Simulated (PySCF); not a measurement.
**Telling isomers of C$_{5}$H$_{6}$Cl$_{2}$O$_{2}$ apart by NMR**

Level of theory: GIAO PBE0/pcSseg-1 shieldings, GFN2-xTB geometry, in PySCF 2.14 (fast rotation and ring inversion assumed for equivalent nuclei, in vacuum, relativity neglected, one computed conformer).

References, each an isolated molecule treated in the same way: ¹H (σ = 31.72 ppm), ¹³C (σ = 186.93 ppm) against TMS. Where no couplings were computed, multiplicities follow the n + 1 count of equivalent neighbours, and m marks all less simple cases (inequivalent or close neighbours, rings, F or P nearby). Shifts are as computed. Against solution values, carbons near 30 ppm lie about +3 ppm off and those near 130 ppm about +5 ppm; carbons on Cl a further +6 ppm. Of 1309 compounds with measured shifts, 239 miss one by over three times the rms of a fit or turn the order of signals round; such compounds aren't used in these exercises. Carbons bonded to Cl come out too deshielded.

(1) Tabulate the signals of `C=COC(=O)CC(Cl)Cl`, `CC(C)(C(=O)Cl)C(=O)Cl` and their relative energies.

(2) What is the quickest way to tell C=COC(=O)CC(Cl)Cl from CC(C)(C(=O)Cl)C(=O)Cl?

Results:

(1) 
```tsv
SMILES	carbon types	δC	δH	E rel. (kcal/mol)
C=COC(=O)CC(Cl)Cl	1×C 2×CH 2×CH2	171.0, 149.0, 104.3, 83.5, 53.9	7.91 (m, 1H), 6.39 (t, 1H), 5.26 (m, 1H), 5.03 (m, 1H), 3.17 (d, 2H)	19.5
CC(C)(C(=O)Cl)C(=O)Cl	3×C 2×CH3	183.1, 70.5, 25.7	1.61 (s, 6H)	0.0
```

Energies are electronic energies at PBE0/pcSseg-1 on these geometries, without zero-point or thermal terms, each for the one conformer computed, which needn't be the lowest.

(2) Count the carbon signals: 5 against 3. The first has an alkene carbon bearing oxygen (CH) at 149.0 ppm, the second a quaternary sp3 carbon α to a carbonyl (C) at 70.5 ppm. Their most deshielded carbons lie at 171.0 and 183.1 ppm. In the proton spectra the most deshielded non-exchanging signals are 7.91 (m, 1H) and 1.61 (s, 6H).
